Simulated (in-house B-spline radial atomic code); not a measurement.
Whole-atom quantities along the 5-electron series, configuration [He] 2s2 2p1. Breit and QED terms are first order and not part of the total energy; the density at the nucleus is averaged over the nuclear charge. Computed with an all-electron radial atomic-structure program (B-spline basis): Dirac-Hartree-Fock, average of the configuration, finite nuclei.

| ion | Z | E/Z² (Eh) | Σ<r²> (bohr²) | n(0)/Z³ (bohr⁻³) | Lamb diamagnetic shielding (ppm) | repulsion over attraction | Breit energy (eV) | self-energy (eV) | vacuum polarisation (eV) | Dirac less non-relativistic energy (Eh) |
| --- | --- | --- | --- | --- | --- | --- | --- | --- | --- | --- |
| Ce53+ | 58 | -1.4006 | 0.034206 | 1.8287 | 3075.38 | 0.01407 | 98.596 | 147.85 | -21.739 | -219.72 |
| Pr54+ | 59 | -1.4038 | 0.032883 | 1.8867 | 3141.04 | 0.013819 | 104.09 | 157.03 | -23.439 | -236.27 |
| Nd55+ | 60 | -1.4071 | 0.031627 | 1.9469 | 3207.45 | 0.013575 | 109.79 | 166.64 | -25.25 | -253.8 |
| Pm56+ | 61 | -1.4104 | 0.030434 | 2.0072 | 3274.63 | 0.013339 | 115.72 | 176.69 | -27.175 | -272.32 |
| Sm57+ | 62 | -1.4137 | 0.029301 | 2.0633 | 3342.6 | 0.01311 | 121.86 | 187.2 | -29.22 | -291.89 |
| Eu58+ | 63 | -1.4171 | 0.028222 | 2.1306 | 3411.43 | 0.012888 | 128.25 | 198.19 | -31.398 | -312.58 |
| Gd59+ | 64 | -1.4206 | 0.027196 | 2.1993 | 3481.12 | 0.012672 | 134.87 | 209.66 | -33.713 | -334.41 |
| Tb60+ | 65 | -1.4241 | 0.026217 | 2.2878 | 3551.78 | 0.012462 | 141.73 | 221.66 | -36.184 | -357.49 |

(1) With what power of Z does the column «vacuum polarisation (eV)» change over this range?

Results:

(1) A fit of the logarithm of its size against log Z from Z = 58 to 65 has slope 4.47.
